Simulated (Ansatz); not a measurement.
C$_{3}$H$_{7}$FSn (`[CH3][SnH2]/[CH]=C\F`), relaxed with RKS PBE0-D4/def2-TZVP in Ansatz from a PBE-D4/def2-SVP geometry. The force threshold is 0.005 eV/Å; the program also tests the step.

The species carries charge 0 and has multiplicity 1. Sn takes the def2 core potential.

Start:

```xyz
12

C     0.156   -0.341   -1.921
Sn    0.089   -1.180    0.076
C    -0.612    0.339    1.441
C    -0.032    1.542    1.489
F     1.025    1.863    0.703
H     0.622   -1.053   -2.627
H    -0.870   -0.105   -2.261
H     0.751    0.591   -1.886
H     1.666   -1.704    0.562
H    -1.014   -2.513    0.170
H    -1.466    0.170    2.116
H    -0.313    2.391    2.138
```

```tsv
step	energy (eV)	largest force (eV/Å)	largest move (Å)
1	-11768.4048	0.643	0.000
2	-11768.4585	0.207	0.065
3	-11768.4658	0.035	0.033
4 (rejected)	-11768.4657	0.068	0.019
5	-11768.4662	0.017	0.009
6	-11768.4663	0.013	0.012
7	-11768.4663	0.006	0.019
8	-11768.4664	0.008	0.018
9	-11768.4664	0.003	0.007
10	-11768.4664	0.002	0.005
```

End:

```xyz
12

C     0.161   -0.352   -1.914
Sn    0.104   -1.150    0.067
C    -0.595    0.339    1.421
C    -0.054    1.537    1.500
F     0.991    1.897    0.731
H     0.515   -1.107   -2.616
H    -0.837   -0.029   -2.210
H     0.834    0.504   -1.936
H     1.657   -1.676    0.551
H    -0.990   -2.463    0.169
H    -1.432    0.148    2.084
H    -0.353    2.352    2.152
```

Hardware: 4 threads of an AMD EPYC on a shared host. Wall time 71 s, peak host memory 0.63 GiB.
